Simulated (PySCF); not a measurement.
**Energy profile**

The step: BH₂O₂F ([OH][B]([OH])[F]) + HCl → BH₂ClO₂ ([OH][B]([OH])[Cl]) + HF; bonds formed: B1–Cl6, F2–H5; bonds broken: B1–F2, H5–Cl6 (atoms numbered as in the saddle structure below).

```json
{"atom": "B1", "x (Å)": "-0.1652", "y (Å)": "-0.2258", "z (Å)": "-0.2901"}
{"atom": "F2", "x (Å)": "1.3692", "y (Å)": "0.1845", "z (Å)": "0.1136"}
{"atom": "O3", "x (Å)": "-0.5522", "y (Å)": "0.3613", "z (Å)": "-1.4369"}
{"atom": "O4", "x (Å)": "-0.4150", "y (Å)": "-1.5251", "z (Å)": "-0.0470"}
{"atom": "H5", "x (Å)": "0.8818", "y (Å)": "0.7417", "z (Å)": "0.9190"}
{"atom": "Cl6", "x (Å)": "-0.6179", "y (Å)": "1.0099", "z (Å)": "1.4334"}
{"atom": "H7", "x (Å)": "-0.3618", "y (Å)": "1.2977", "z (Å)": "-1.5052"}
{"atom": "H8", "x (Å)": "-0.1391", "y (Å)": "-1.8442", "z (Å)": "0.8131"}
```

Electronic energies by CCSD(T) at an estimated basis limit (MP2 extrapolated from triple and quadruple zeta, plus CCSD(T) − MP2 in triple zeta), on PBE0-D4/def2-TZVP structures; BH₃ClO₂F, singlet; no counterpoise correction. PySCF 2.14 with density fitting (its default auxiliary sets; JK sets also for MP2 and CCSD(T)); basis: def2-TZVPP and def2-QZVPP; cores frozen in the correlated methods. Extrapolation: Hartree–Fock as exp(−7.88 √X), correlation as X^−2.97.

Question: Give the profile in kJ/mol, counted from the separated reactants. (To be estimated.)

Answer: The calculation gives:
```json
{"point": "separated: BH₂O₂F (linked as [OH][B]([OH])[F]; B1, F2, O3, O4, H7, H8; singlet) + HCl (H5, Cl6; singlet)", "kJ/mol": "0.0"}
{"point": "start structure", "kJ/mol": "-15.7"}
{"point": "saddle", "kJ/mol": "146.0"}
{"point": "end structure", "kJ/mol": "39.5"}
{"point": "separated: BH₂ClO₂ (linked as [OH][B]([OH])[Cl]; B1, O3, O4, Cl6, H7, H8; singlet) + HF (F2, H5; singlet)", "kJ/mol": "50.1"}
```

T1 diagnostic: at most 0.012.

For scale, one of the runs: CCSD(T)/def2-TZVPP, 208 basis functions, launched by `OMP_NUM_THREADS=4 python run.py`. Hardware: 4 CPU threads of an Intel Xeon, shared host. Wall time 17 min; peak host memory 3.6 GiB.
